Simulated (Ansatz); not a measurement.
Geometry optimisation, Ansatz 0.2.0, UHF/def2-SVP.

input.yaml

```yaml
crystal:
  periodic: [false, false, false]
  atoms:
    - { symbol: Ga, position_ang: [0.224774, -0.470361, 0.056103] }
    - { symbol: H, position_ang: [0.65916, -0.571138, 2.790884] }
    - { symbol: H, position_ang: [1.416856, 0.588849, -0.105107] }
    - { symbol: C, position_ang: [-1.615628, 0.022791, -0.614617] }
    - { symbol: H, position_ang: [-2.393082, -0.618974, -0.189308] }
    - { symbol: H, position_ang: [-1.865457, 1.063052, -0.380791] }
    - { symbol: H, position_ang: [-1.665263, -0.089237, -1.701493] }
    - { symbol: "N", position_ang: [-0.109589, -0.163859, 2.243211] }
    - { symbol: H, position_ang: [-0.968454, -0.581704, 2.563692] }
    - { symbol: H, position_ang: [-0.145018, 0.820581, 2.456727] }
magnetization:
  spin_polarized: true
  initial_magnetization: 1
basis:
  gaussian: { orbitals: def2-SVP }
hamiltonian:
  xc: hf
relax:
  f_tol: 0.03
  max_steps: 50
```

Launched with:

```bash
$ ansatz run input.yaml --threads 2 --pin off --max-ram 3072MiB --backend cpu --events-out ev --progress --plain --runs-dir out
```

Q: Where does it end, and by what steps?

A: It converged. After 7 steps the energy has fallen by 0.015 eV; H2 moved furthest, 0.18 Å.

```csv
step,energy less start (eV),largest force component (eV/Å),accepted
0,0.0000,0.733,yes
1,-0.0113,0.190,yes
2,-0.0131,0.051,yes
3,-0.0136,0.032,yes
4,-0.0128,0.241,no
5,-0.0144,0.043,yes
6,-0.0146,0.075,yes
7,-0.0148,0.029,yes
```

```xyz
10
Properties=species:S:1:pos:R:3
Ga 0.208 -0.532 0.053
H 0.714 -0.396 2.773
H 1.435 0.488 -0.106
C -1.612 0.043 -0.608
H -2.413 -0.588 -0.214
H -1.832 1.082 -0.342
H -1.652 -0.028 -1.698
N -0.112 -0.165 2.244
H -0.876 -0.711 2.608
H -0.321 0.807 2.409
```

Whether the end is a true minimum wasn't checked by a vibrational analysis.

Run time: 9.7 s on 2 threads of Intel(R) Xeon(R) 6975P-C (Granite Rapids), with other jobs on the host, peak memory 0.26 GiB.
